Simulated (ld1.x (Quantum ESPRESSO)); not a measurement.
Sr: variants of one PAW potential

Base potential:

| Property | Result |
| --- | --- |
| Element | strontium (Sr) |
| Generator | ld1.x (Quantum ESPRESSO) 7.5 |
| Type | PAW |
| Functional | PBE |
| Relativity | scalar-relativistic |
| Frozen core | [Ar] 3d10 |
| Valence charge | 10 |
| Reference configuration | 4s2 4p6 4d0 5s1.5 5p0.5 |
| Partial waves | 4s (bound): rcut 1.75, rcutus 2.00 bohr; 5s (bound): rcut 1.75, rcutus 2.00 bohr; 4p (bound): rcut 2.25, rcutus 2.55 bohr; 5p (bound): rcut 2.25, rcutus 2.55 bohr; 4d (bound, empty): rcut 2.35, rcutus 2.65 bohr; 4d channel at 0.85 Ry: rcut 2.35, rcutus 2.65 bohr |
| Local potential | all-electron potential smoothed inside 1.60 bohr (lloc = -2) |
| Core correction | Bessel-smoothed model core inside 1.35 bohr |
| Augmentation charge | BESSEL, radius 1.25 bohr |

All-electron outer shells of the reference configuration (PBE, scalar-relativistic, ld1.x):

```csv
shell,level (eV),outermost node (bohr),outermost maximum (bohr)
3p,-256.84,0.19,0.43
3d,-128.71,–,0.38
4s,-41.58,0.59,1.19
4p,-23.48,0.61,1.33
5s,-3.87,1.65,3.67
4d,-1.74,0.65,2.06
5p,-1.57,1.96,4.83
```

Cutoffs, loose and tight: the cutoffs (Ry, on a coarse ladder) from which the occupation-weighted sum of valence levels, in a spherical-Bessel basis at the reference potential, stays within 10 and 1 mRy of its value at 400 Ry. They do not see the model core or the augmentation charge, which bear on the density cutoff. Test errors are all-electron minus pseudo excitation energies from the reference, over the configurations 4s2 4p6 4d0 5s2 5p0; 4s2 4p6 4d0 5s1 5p0; 4s2 4p6 4d0 5s0 5p0; 4s2 4p6 4d1 5s1 5p0; 4s2 4p5 4d0 5s2 5p0; 4s2 4p6 4d0.5 5s1.5 5p0; 4s2 4p6 4d0 5s1 5p1. A dash means not determined; rows that change the core or the reference have their own tests. The largest error is taken over the tests solved by every variant that gives reliable tests at all: 4s2 4p6 4d0 5s1 5p0; 4s2 4p6 4d0 5s2 5p0; 4s2 4p6 4d1 5s1 5p0.

Cutoffs are not given where the Bessel-basis levels miss the radial ones by over 6 mRy, ghosts where they miss by over 20 mRy; a channel whose overlap is not positive is not tested.

On the changes marked as counting shells twice: ld1.x takes every shell without a wave as core, so the model core holds the marked electrons as well and exchange and correlation see them twice. This cancels in the reference configuration, but the file is broken for other ones, and its errors say nothing about a proper core correction.

A file whose overlap is not positive is unfit for use, and its test errors describe a broken file.

| change | outcome | cutoff, loose | cutoff, tight | bound ghosts | largest test error (meV) |
| --- | --- | --- | --- | --- | --- |
| base | generated, overlap not positive | – | – | not determined (overlap not positive) | +1.1 |
| augmentation BESSEL, radius 1.30 bohr | generated, overlap not positive | – | – | not determined (overlap not positive) | +0.6 |
| type RRKJ; waves now 4p (bound): rc 2.55 bohr; 4d (bound): rc 2.65 bohr; 4s (bound): rc 2.00 bohr; local potential the s channel; rho0 0.001 (5p, 5s counted twice) | generated, misses its reference levels by 0.37 eV | 21 Ry | 45 Ry | none | -467 |
| functional PBEsol | generated, overlap not positive | – | – | not determined (overlap not positive) | +1.6 |
| waves 4d (bound): rcut 2.35, rcutus 2.60 bohr; 4d channel at 0.85 Ry: rcut 2.35, rcutus 2.60 bohr | generated, overlap not positive | – | – | not determined (overlap not positive) | +1.1 |
| wave 4d channel at 0.85 Ry: rcut 2.35, rcutus 2.65 bohr becomes 4d channel at 3.32 Ry: rcut 2.35, rcutus 2.65 bohr | generated, overlap not positive | – | – | not determined (overlap not positive) | +1.3 |
| waves 4s (bound): rcut 1.28, rcutus 1.36 bohr; 5s (bound): rcut 1.28, rcutus 1.36 bohr | generated, overlap not positive | – | – | not determined (overlap not positive) | +0.4 |

(1) What comes out with this change to the base: all radii but the core radius scaled by about 1.25 (s 2.50, p 3.20, d 3.32 bohr, rcut 2.20/2.82/2.94); local potential all-electron potential smoothed inside 2.00 bohr (lloc = -2); augmentation BESSEL, radius 1.56 bohr?

(2) What comes out with this change to the base: fully relativistic?

Results:

(1) outcome: generated, overlap not positive; bound ghosts: not determined (overlap not positive); largest test error (meV): -21. A file whose overlap is not positive is unfit for use, and its test errors describe a broken file.

(2) outcome: generated; bound ghosts: not determined; largest test error (meV): +2.7.
